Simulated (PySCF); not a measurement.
C4H3F3 (triplet state).
Bonds: C1–C2 (double), C2–C3, C3–C4, C4–F5, C4–F6, C4–F7. Hydrogens: H8, H9 on C1; H10 on C2.

Method: PBE0-D3(BJ)/def2-SVP geometry optimisation, gas phase in PySCF 2.14.0.

Question: Give the optimised bond lengths and angles.

Answer: 
| bond | length (Å) |
| --- | --- |
| C1=C2 | 1.382 |
| C2–C3 | 1.370 |
| C3–C4 | 1.474 |
| C4–F5, C4–F6, C4–F7 | 1.337 |
| C1–H8 | 1.091 |
| C1–H9 | 1.092 |
| C2–H10 | 1.102 |

Bonds in one row agree within 0.01 Å and their mean is given. A selection of angles:
| angle | degrees |
| --- | --- |
| C2–C1–H8 | 120.8 |
| C2–C1–H9 | 120.9 |
| H8–C1–H9 | 118.2 |
| C1–C2–C3 | 125.7 |
| C1–C2–H10 | 118.4 |
| C3–C2–H10 | 115.8 |
| C2–C3–C4 | 134.3 |
| C3–C4–F5 | 111.8 |
| F5–C4–F6 | 107.3 |

Torsions: C1–C2–C3–C4 180° (antiperiplanar); C2–C3–C4–F5 124° (anticlinal). The mirror-image conformer, all signs reversed, is as good.

Of the pairs four or more bonds apart, F7···H10 is among the closest relative to their van der Waals radii: 2.65 Å, 99 % of the sum of Bondi's values. C2 (carbon bonded to 2 C and H) is planar (angles 125.7°, 118.4° and 115.8°, sum 360.0°, 0.00 Å off the plane of its three neighbours). The 3 C–C bonds span 1.370 Å (C2–C3, drawn single in a drawing that doesn't fit all lengths) to 1.474 Å (C3–C4, drawn single in a drawing that doesn't fit all lengths), a spread of 0.104 Å. C1 (carbon bonded to C and 2 H) is planar (angles 120.9°, 120.8° and 118.2°, sum 360.0°, 0.00 Å off the plane of its three neighbours).

Point group: near Cs, missed by 0.10 Å at most; the miss may be what the optimiser left on a soft mode. No frequency check. ⟨S²⟩ = 2.054 (exact for a triplet: 2.00). This triplet need not be the ground state; the singlet was not compared here.

The run took 2.8 min of wall time on Arm Neoverse N1, one thread (shared host). That covers the optimisation of the geometry.
